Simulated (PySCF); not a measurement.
# Two-component Hartree-Fock for Br¹⁸⁺ (bromine, charge +18)

Start: [Ne] 3s2 3p5; 3p1/2 filled at m_j = -1/2, +1/2; 3p3/2 filled at m_j = -1/2, +1/2, +3/2. Calculated with PySCF 2.14 in an uncontracted even-tempered set (19 s from 1.9 bohr⁻², ratio 2.4; 14 p from 2.4 bohr⁻², ratio 2.4; 5 d from 12 bohr⁻², ratio 2.6; 4 f from 17 bohr⁻², ratio 2.6): generalised Hartree-Fock with the X2C-1e Hamiltonian and a Gaussian nucleus; one run each with spin-orbit coupling (SO) switched off, then screened by Boettger's factors.

```json
{"spinor shell": "1s1/2", "electrons": "2", "ε, spin-free (eV)": "-14250.4", "ε, screened SO (eV)": "-14249.8", "weight of nominal j (screened SO)": "1.000", "rms radius, screened SO (bohr)": "0.0492"}
{"spinor shell": "2s1/2", "electrons": "2", "ε, spin-free (eV)": "-2510.5", "ε, screened SO (eV)": "-2510.2", "weight of nominal j (screened SO)": "1.000", "rms radius, screened SO (bohr)": "0.203"}
{"spinor shell": "2p1/2", "electrons": "2", "ε, spin-free (eV)": "-2291.6", "ε, screened SO (eV)": "-2325.3", "weight of nominal j (screened SO)": "1.000", "rms radius, screened SO (bohr)": "0.178"}
{"spinor shell": "3s1/2", "electrons": "2", "ε, spin-free (eV)": "-839.96", "ε, screened SO (eV)": "-839.84", "weight of nominal j (screened SO)": "1.000", "rms radius, screened SO (bohr)": "0.518"}
{"spinor shell": "3p1/2", "electrons": "2", "ε, spin-free (eV)": "-766.56", "ε, screened SO (eV)": "-773.17", "weight of nominal j (screened SO)": "0.963", "rms radius, screened SO (bohr)": "0.510"}
{"spinor shell": "3p3/2", "electrons": "3", "ε, spin-free (eV)": "-766.56", "ε, screened SO (eV)": "-763.25", "weight of nominal j (screened SO)": "0.976", "rms radius, screened SO (bohr)": "0.517"}
```

Question: Where does 2p3/2 lie, and what is the 2p spin-orbit splitting (screened SO)?

Answer: At -2275.1 eV, 50.265 eV above 2p1/2.

| quantity | spin-free | screened SO |
| --- | --- | --- |
| E (hartree) | -2427.71286 | -2427.97809 |
| M_J | 3/2 | 3/2 |
| ⟨J²⟩ | 3.751 | 3.751 |
| ⟨L²⟩ | 2.001 | 2.003 |
| ⟨S²⟩ | 0.750 | 0.752 |

Each row is a mean over spinors that exchange with the open shell spreads, by up to 11.174 eV (3s1/2).

Without spin-orbit coupling the j labels of p, d and f shells carry no meaning; the spin-free column gives the mean over the occupied spinors of each nl shell.
